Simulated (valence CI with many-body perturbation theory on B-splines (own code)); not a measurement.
E1 transitions of Xe⁴⁷⁺

Level of theory: relativistic CI+MBPT: five valence electrons over a frozen Dirac-Fock core [He], radial functions for each j: 11 s, 11 p, 10 d, 8 f, 5 g, 2 h, with the one-electron correlation potential Σ1 (screened to all orders), the two-electron term Σ2, the three-electron term Σ3, Breit, model QED; selected single and double excitations, second order for the rest, scaled by the run's own slope (own B-spline code, finite nucleus).

The last digits are not significant, and no measured levels were compared; by estimate large intervals hold to a few tenths of a per cent, small ones and those within an open d or f shell to about a per cent. Among the levels kept, up to 7200 cm⁻¹ of a level comes from second order outside the variational space, and about a tenth of that is noise between levels of different J, which matters for small intervals.

Lines 151 to 200 of 600 in falling wavelength, among levels below 5908.8 eV, chosen from the strongest by gf and those to the six lowest levels. Wavelengths and rates use the calculated energies. Electric multipoles are in the length gauge, E1 and E2 with the static RPA response of the core. Weak lines are less certain than strong ones. Lines between different terms over intervals too small for the method are left out, as are lines whose strength nearly cancels. The highest levels of a list are the least certain.

Levels are named by their leading jj configuration (3d3/2^4 stands for four electrons in 3d with j = 3/2), which in mixed levels can hold well under half, so a name can repeat and another be missing. Letters in brackets count levels of one name in rising energy.

| λ vac (Å) | Upper | Lower | A (s⁻¹) | S (a.u.) with core polarisation | S without |
| --- | --- | --- | --- | --- | --- |
| 68.89 | (2s 2p1/2^2 2p3/2 3d3/2) J=1/2 [b] | (2s 2p1/2^2 2p3/2 3p1/2) J=1/2 | 5.62e+10 | 1.81e-02 | 1.81e-02 |
| 67.75 | (2s^2 2p1/2 2p3/2 3p3/2) J=5/2 [b] | (2s^2 2p1/2 2p3/2 3s) J=3/2 [b] | 5.23e+10 | 4.81e-02 | 4.81e-02 |
| 67.72 | (2s 2p1/2 2p3/2^2 3d3/2) J=7/2 [b] | (2s 2p1/2 2p3/2^2 3p1/2) J=7/2 | 3.35e+10 | 4.11e-02 | 4.11e-02 |
| 67.14 | (2s 2p1/2 2p3/2^2 3p3/2) J=5/2 [a] | (2s 2p1/2 2p3/2^2 3s) J=7/2 | 1.87e+10 | 1.68e-02 | 1.68e-02 |
| 66.94 | (2s 2p1/2^2 2p3/2 3p3/2) J=5/2 [a] | (2s 2p1/2^2 2p3/2 3s) J=5/2 | 2.20e+10 | 1.95e-02 | 1.95e-02 |
| 66.77 | (2p1/2^2 2p3/2^2 3p1/2) J=5/2 | (2s 2p1/2 2p3/2^2 3p1/2) J=3/2 [d] | 2.68e+10 | 2.36e-02 | 2.36e-02 |
| 66.44 | (2s 2p1/2 2p3/2^2 3s) J=7/2 | (2s^2 2p3/2^2 3s) J=5/2 | 6.17e+10 | 7.14e-02 | 7.15e-02 |
| 66.44 | (2s 2p1/2^2 2p3/2 3p1/2) J=5/2 [b] | (2s^2 2p1/2 2p3/2 3p1/2) J=5/2 | 2.28e+10 | 1.98e-02 | 1.98e-02 |
| 66.34 | (2s 2p1/2 2p3/2^2 3p3/2) J=3/2 [f] | (2s 2p1/2 2p3/2^2 3s) J=3/2 [c] | 7.62e+10 | 4.39e-02 | 4.39e-02 |
| 66.16 | (2s^2 2p1/2 2p3/2 3p3/2) J=5/2 [b] | (2s^2 2p1/2 2p3/2 3s) J=5/2 | 7.19e+10 | 6.16e-02 | 6.17e-02 |
| 65.50 | (2s 2p1/2 2p3/2^2 3p3/2) J=7/2 [b] | (2s^2 2p3/2^2 3p3/2) J=7/2 | 2.53e+10 | 2.81e-02 | 2.81e-02 |
| 65.41 | (2s^2 2p3/2^2 3p3/2) J=3/2 [a] | (2s^2 2p3/2^2 3s) J=3/2 | 7.68e+10 | 4.24e-02 | 4.24e-02 |
| 65.01 | (2s 2p1/2^2 2p3/2 3s) J=5/2 | (2s^2 2p1/2 2p3/2 3s) J=3/2 [a] | 5.62e+10 | 4.57e-02 | 4.57e-02 |
| 64.89 | (2s^2 2p1/2 2p3/2 3p3/2) J=1/2 [b] | (2s^2 2p1/2 2p3/2 3s) J=3/2 [b] | 9.75e+10 | 2.63e-02 | 2.63e-02 |
| 63.54 | (2s 2p1/2 2p3/2^2 3p3/2) J=1/2 [d] | (2s 2p1/2 2p3/2^2 3s) J=1/2 [b] | 7.05e+10 | 1.78e-02 | 1.79e-02 |
| 63.15 | (2s 2p1/2 2p3/2^2 3p1/2) J=3/2 [c] | (2s^2 2p3/2^2 3p1/2) J=1/2 | 3.17e+10 | 1.57e-02 | 1.58e-02 |
| 62.62 | (2s 2p1/2^2 2p3/2^2) J=5/2 | (2s^2 2p1/2 2p3/2^2) J=5/2 | 8.41e+09 | 6.11e-03 | 6.13e-03 |
| 59.69 | (2p1/2^2 2p3/2^2 3s) J=5/2 | (2s 2p1/2 2p3/2^2 3s) J=5/2 [c] | 2.94e+10 | 1.85e-02 | 1.85e-02 |
| 59.40 | (2s 2p1/2 2p3/2^2 3s) J=3/2 [d] | (2s^2 2p3/2^2 3s) J=1/2 | 3.82e+10 | 1.58e-02 | 1.58e-02 |
| 57.77 | (2s 2p1/2^2 2p3/2 3p3/2) J=5/2 [a] | (2s^2 2p1/2 2p3/2 3p3/2) J=5/2 [a] | 2.78e+10 | 1.59e-02 | 1.59e-02 |
| 56.87 | (2s 2p1/2^2 2p3/2^2) J=5/2 | (2s^2 2p1/2 2p3/2^2) J=3/2 | 1.69e+10 | 9.23e-03 | 9.25e-03 |
| 56.75 | (2p1/2^2 2p3/2^2 3s) J=3/2 | (2s 2p1/2 2p3/2^2 3s) J=3/2 [c] | 5.55e+10 | 2.00e-02 | 2.00e-02 |
| 56.69 | (2p1/2^2 2p3/2^2 3s) J=5/2 | (2s 2p1/2 2p3/2^2 3s) J=3/2 [b] | 3.98e+10 | 2.15e-02 | 2.15e-02 |
| 55.53 | (2s 2p1/2 2p3/2^2 3p3/2) J=5/2 [d] | (2s 2p1/2 2p3/2^2 3s) J=5/2 [b] | 2.95e+10 | 1.50e-02 | 1.50e-02 |
| 52.66 | (2s 2p1/2^2 2p3/2^2) J=1/2 | (2s^2 2p1/2 2p3/2^2) J=1/2 | 3.33e+10 | 4.80e-03 | 4.81e-03 |
| 49.69 | (2p1/2^2 2p3/2^2 3p1/2) J=3/2 | (2s 2p1/2 2p3/2^2 3p1/2) J=5/2 [b] | 5.86e+10 | 1.42e-02 | 1.42e-02 |
| 46.33 | (2p1/2^2 2p3/2^2 3p1/2) J=5/2 | (2s^2 2p3/2^2 3d3/2) J=7/2 | 4.55e+10 | 1.34e-02 | 1.34e-02 |
| 46.22 | (2s 2p1/2^2 2p3/2^2) J=3/2 | (2s^2 2p1/2 2p3/2^2) J=5/2 | 3.51e+10 | 6.83e-03 | 6.85e-03 |
| 46.16 | (2p1/2^2 2p3/2^2 3p3/2) J=5/2 | (2s 2p1/2 2p3/2^2 3p3/2) J=7/2 [b] | 6.50e+10 | 1.89e-02 | 1.90e-02 |
| 45.94 | (2p1/2^2 2p3/2^2 3p3/2) J=7/2 | (2s 2p1/2 2p3/2^2 3p3/2) J=9/2 | 6.73e+10 | 2.58e-02 | 2.58e-02 |
| 45.92 | (2p1/2^2 2p3/2^2 3s) J=3/2 | (2s 2p1/2 2p3/2^2 3s) J=5/2 [b] | 1.12e+11 | 2.13e-02 | 2.14e-02 |
| 45.47 | (2p1/2^2 2p3/2^2 3s) J=5/2 | (2s 2p1/2 2p3/2^2 3s) J=7/2 | 6.30e+10 | 1.75e-02 | 1.76e-02 |
| 43.01 | (2s 2p1/2^2 2p3/2^2) J=3/2 | (2s^2 2p1/2 2p3/2^2) J=3/2 | 1.32e+10 | 2.07e-03 | 2.07e-03 |
| 42.90 | (2p1/2^2 2p3/2^3) J=3/2 | (2s 2p1/2 2p3/2^3) J=5/2 | 9.94e+10 | 1.55e-02 | 1.55e-02 |
| 24.74 | (2s 2p1/2 2p3/2^2 3d5/2) J=9/2 [a] | (2s^2 2p1/2 2p3/2 3d5/2) J=7/2 [a] | 1.28e+11 | 9.55e-03 | 9.57e-03 |
| 24.61 | (2s 2p1/2 2p3/2^2 3p3/2) J=7/2 [b] | (2s^2 2p1/2 2p3/2 3p3/2) J=5/2 [b] | 1.17e+11 | 6.91e-03 | 6.92e-03 |
| 24.59 | (2s 2p1/2 2p3/2^2 3s) J=5/2 [a] | (2s^2 2p1/2 2p3/2 3s) J=3/2 [a] | 1.87e+11 | 8.21e-03 | 8.23e-03 |
| 24.30 | (2s 2p1/2 2p3/2^2 3p3/2) J=7/2 [a] | (2s^2 2p1/2 2p3/2 3p3/2) J=5/2 [a] | 1.28e+11 | 7.25e-03 | 7.26e-03 |
| 24.25 | (2s 2p1/2 2p3/2^2 3p1/2) J=5/2 [a] | (2s^2 2p1/2 2p3/2 3p1/2) J=3/2 [a] | 1.70e+11 | 7.19e-03 | 7.21e-03 |
| 24.20 | (2s 2p1/2 2p3/2^2 3d3/2) J=7/2 [a] | (2s^2 2p1/2 2p3/2 3d3/2) J=5/2 | 1.16e+11 | 6.49e-03 | 6.50e-03 |
| 23.84 | (2s 2p1/2 2p3/2^2 3d5/2) J=11/2 | (2s^2 2p1/2 2p3/2 3d5/2) J=9/2 | 1.37e+11 | 1.10e-02 | 1.10e-02 |
| 23.64 | (2s 2p1/2 2p3/2^2 3p3/2) J=9/2 | (2s^2 2p1/2 2p3/2 3p3/2) J=7/2 | 1.44e+11 | 9.39e-03 | 9.41e-03 |
| 23.63 | (2s 2p1/2 2p3/2^2 3p1/2) J=5/2 [b] | (2s^2 2p1/2 2p3/2 3p1/2) J=3/2 [b] | 1.55e+11 | 6.06e-03 | 6.07e-03 |
| 23.52 | (2s 2p1/2 2p3/2^2 3d3/2) J=9/2 | (2s^2 2p1/2 2p3/2 3d3/2) J=7/2 | 1.22e+11 | 7.85e-03 | 7.87e-03 |
| 23.40 | (2s 2p1/2 2p3/2^2 3s) J=7/2 | (2s^2 2p1/2 2p3/2 3s) J=5/2 | 1.46e+11 | 7.39e-03 | 7.40e-03 |
| 22.95 | (2s 2p1/2^2 2p3/2^2) J=5/2 | (2s^2 2p1/2^2 2p3/2) J=3/2 | 1.88e+11 | 6.73e-03 | 6.74e-03 |
| 22.83 | (2p1/2^2 2p3/2^2 3p3/2) J=5/2 | (2s 2p1/2^2 2p3/2 3p3/2) J=3/2 [b] | 3.02e+11 | 1.06e-02 | 1.07e-02 |
| 22.50 | (2s 2p3/2^3 3s) J=5/2 | (2s^2 2p3/2^2 3s) J=5/2 | 6.60e+11 | 2.23e-02 | 2.23e-02 |
| 22.43 | (2s 2p3/2^3 3p1/2) J=5/2 | (2s^2 2p3/2^2 3p1/2) J=5/2 | 6.17e+11 | 2.06e-02 | 2.07e-02 |
| 22.43 | (2s 2p3/2^3 3p1/2) J=3/2 | (2s^2 2p3/2^2 3p1/2) J=3/2 | 5.87e+11 | 1.31e-02 | 1.31e-02 |
